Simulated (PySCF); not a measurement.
**A ladder of Hamiltonians for Tc³¹⁺ (technetium, charge +31)**

Occupied: 1s1/2, 2s1/2, 2p1/2, 2p3/2, 3s1/2. Hartree-Fock calculated with PySCF 2.14 in an uncontracted even-tempered set (17 s from 2.3 bohr⁻², ratio 2.7; 13 p from 2.7 bohr⁻², ratio 2.7), Gaussian nucleus throughout. NR is non-relativistic, sf-X2C the spin-free one-electron X2C Hamiltonian, X2C adds the bare one-electron spin-orbit term, X2C-SNSO screens it by Boettger's factors, DC is four-component Dirac-Coulomb, and the Gaunt and Breit terms are added at first order (total energies over the DC spinors, levels after relaxing the spinors in that mean field). QED terms are absent. Levels marked empty are virtual spinors of this ion; the basis has s and p functions only, so 3d, which can lie below the n = 4 levels, is absent.

```tsv
Hamiltonian	E (hartree)	E − E(DC) (hartree)	CPU seconds
NR	-3470.2556	76.4185	0.24
sf-X2C	-3545.3505	1.3236	0.14
X2C	-3545.8690	0.8050	0.18
X2C-SNSO	-3545.8208	0.8532	0.18
DC	-3546.6741	0.0000	7.7
DC+Gaunt	-3544.1573	2.5168	13
DC+Breit	-3544.3779	2.2962	39
```

| level (eV) | NR | sf-X2C | X2C | X2C-SNSO | DC | DC+Gaunt | DC+Breit |
| --- | --- | --- | --- | --- | --- | --- | --- |
| 1s1/2 | -22305.2 | -22851.2 | -22850.3 | -22850.4 | -22866.0 | -22825.2 | -22827.8 |
| 2s1/2 | -4547.7 | -4690.8 | -4690.6 | -4690.6 | -4692.4 | -4688.5 | -4688.8 |
| 2p1/2 | -4327.8 | -4371.4 | -4460.3 | -4455.9 | -4456.6 | -4449.8 | -4450.5 |
| 2p3/2 | -4327.8 | -4371.4 | -4330.2 | -4332.1 | -4333.4 | -4328.5 | -4329.2 |
| 3s1/2 | -1789.1 | -1830.7 | -1830.7 | -1830.7 | -1831.1 | -1830.1 | -1830.2 |
| 3p1/2 (empty) | -1667.0 | -1683.2 | -1704.2 | -1703.1 | -1703.3 | -1701.7 | -1701.9 |
| 3p3/2 (empty) | -1667.0 | -1683.2 | -1673.5 | -1673.9 | -1674.2 | -1673.1 | -1673.3 |
| 4s1/2 (empty) | -922.44 | -938.23 | -938.21 | -938.22 | -938.35 | -938.01 | -938.06 |

```json
{"interval (eV)": "2p3/2 − 2p1/2", "X2C": "130.1", "X2C-SNSO": "123.9", "DC": "123.2", "DC+Gaunt": "121.3", "DC+Breit": "121.3"}
{"interval (eV)": "3p3/2 − 3p1/2", "X2C": "30.67", "X2C-SNSO": "29.21", "DC": "29.10", "DC+Gaunt": "28.61", "DC+Breit": "28.61"}
```

Weight of the small component: 1s1/2 0.0247, 2s1/2 0.00530, 2p1/2 0.00522, 2p3/2 0.00506, 3s1/2 0.00191, 3p1/2 0.00185, 3p3/2 0.00181, 4s1/2 0.000884.

Koopmans' value for the highest occupied level at DC+Breit: 1830.2 eV, against an ionisation energy of 1838 ± 3 eV (semi-empirical (NIST evaluation); NIST Atomic Spectra Database, ionization energies); the former lacks relaxation, correlation, QED and recoil.

The whole ladder took 62 s of wall time on 1 thread of Neoverse-V2 (shared host), launched as `OMP_NUM_THREADS=1 python relrun2.py TASK.json OUT` (a driver that calls PySCF for each Hamiltonian).
